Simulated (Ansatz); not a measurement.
C2H7GaO2 (`CO[CH2][GaH][OH]`) at its PBE0-D4/def2-TZVP geometry, where that method's forces vanish. Total charge 0; spin multiplicity 1.

```xyz
12

C    -0.5587   -1.8445   -0.2700
O    -0.8112   -1.0472    0.8473
C    -0.7882    0.3271    0.5371
Ga    1.0214    1.0525    0.1383
O     0.9721    2.7621   -0.4057
H     0.4299   -1.6273   -0.7086
H    -0.5745   -2.8864    0.0506
H    -1.3169   -1.6977   -1.0527
H    -1.1646    0.8590    1.4162
H    -1.4785    0.5617   -0.2869
H     2.4348    0.3881    0.2935
H     1.8344    3.1527   -0.5590
```

Q: What forces (eV/Å) does ωB97M-V/def2-TZVPP give on these atoms in the Gaussian-basis code of Ansatz? (An estimate is asked.)

A: Computed: 
```
C1   0.053 -0.192 -0.241
O2  -0.040 -0.126  0.233
C3  -0.006  0.364 -0.072
Ga4  0.072 -0.155  0.053
O5   0.066  0.045 -0.020
H6  -0.076 -0.011  0.035
H7   0.004  0.091 -0.038
H8   0.063 -0.007  0.071
H9   0.021 -0.045 -0.085
H10  0.044 -0.029  0.079
H11 -0.141  0.053 -0.014
H12 -0.061  0.010 -0.001
```
